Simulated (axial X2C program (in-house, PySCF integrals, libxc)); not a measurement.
SeF: from Re and ωe to a spectrum

A bond curve at the PBE0 level, 2c, was computed with an axial X2C code built on PySCF integrals (basis Se dyall-cv3z [8s9p6d4f1g], F dyall-av3z [7s6p3d2f] (cores contracted in-house)) for the state Ω = 3/2 (⟨Sz⟩ = 0.50, ⟨Lz⟩ = 1.00 at PBE0). Its fit gives Re = 1.7401 Å, ωe = 699.7 cm⁻¹, ωexe = 3.05 cm⁻¹ and αe = 2.358e-03 cm⁻¹; the masses are 79.9165 and 18.9984 u. Two-component means X2C with spin–orbit coupling and atomic mean-field Coulomb and Gaunt terms.

(1) Find the reduced mass, Be and the force constant.

(2) Estimate the centrifugal constant by the Kratzer relation.

(3) The dipole moment p changes by 5.07 D/Å at Re. What harmonic infrared intensity follows?

(4) Estimate De from a Morse curve and compare with the computed well depth of 3.444 eV to Se + F.

(5) Where do the fundamental and the first overtone lie?

One determinant describes the state; a PBE0 search over occupations chose it and may have missed a lower one. Dissociation energies refer to the lowest single-determinant-based atoms at the same level and basis. Density functionals use the spin component along the axis (collinear). A 2c atom that is not at its ground J level misses part of its spin–orbit lowering, and De is too large by that part (0.04 eV or less for light atoms). This holds for PBE0. Without a current term, density functionals place determinants with orbital angular momentum somewhat too high.

Results:

(1) From the PBE0 values: μ = 15.3494 u. Be = 16.8576/(μ Re²) = 0.3627 cm⁻¹. k = 5.8918×10⁻⁷ μ ωe² = 4.43 mdyn/Å.

(2) D = 4Be³/ωe² = 3.90e-07 cm⁻¹.

(3) I = 42.256 × (dp/dR)²/μ = 71 km/mol.

(4) De(Morse) = ωe²/(4ωexe) = 4.975 eV against 3.444 eV computed, a ratio of 1.44. The extrapolation overshoots: the well softens faster than a Morse curve, or the lowest atomic limit lies below the one to which the curve heads.

(5) ν(1←0) = ωe − 2ωexe = 693.6 cm⁻¹; ν(2←0) = 2ωe − 6ωexe = 1381.1 cm⁻¹.
